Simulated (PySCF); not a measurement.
PySCF 2.14 output of an unrestricted PBE calculation on a single atom or ion in cc-pVTZ-DK (7s6p4d2f1g, 68 functions), with the spin-free X2C one-electron Hamiltonian (Gaussian nucleus):

```
SCF conv_tol = 1e-09
number electrons alpha = 14  beta = 9
    J. P. Perdew, K. Burke, and M. Ernzerhof.,  Phys. Rev. Lett. 77, 3865 (1996)
    J. P. Perdew, K. Burke, and M. Ernzerhof.,  Phys. Rev. Lett. 78, 1396 (1997)
    J. P. Perdew, K. Burke, and M. Ernzerhof.,  Phys. Rev. Lett. 77, 3865 (1996)
    J. P. Perdew, K. Burke, and M. Ernzerhof.,  Phys. Rev. Lett. 78, 1396 (1997)
cycle= 1 E= -1050.2859505476  delta_E= -0.009  |g|= 0.126  |ddm|= 1.96
cycle= 2 E= -1050.27481151448  delta_E= 0.0111  |g|= 0.257  |ddm|= 0.685
cycle= 3 E= -1050.29083125894  delta_E= -0.016  |g|= 0.0185  |ddm|= 0.615
cycle= 4 E= -1050.29093821498  delta_E= -0.000107  |g|= 0.000292  |ddm|= 0.0161
cycle= 5 E= -1050.29093823367  delta_E= -1.87e-08  |g|= 2.62e-05  |ddm|= 0.000894
cycle= 6 E= -1050.29093823385  delta_E= -1.85e-10  |g|= 3.45e-07  |ddm|= 4.29e-05
converged SCF energy = -1050.29093823385  <S^2> = 8.7501208  2S+1 = 6.0000403
```

The run itself started from symmetry-adapted Hartree-Fock orbitals and held the occupation by maximum overlap, on a logarithmic radial grid, so the iterations belong to that start.

Question: Which element, charge and spin multiplicity is this?

Answer: Cr⁺ (chromium, charge +1), multiplicity 6; the state was [Ar] 3d5, high-spin 6S determinant.
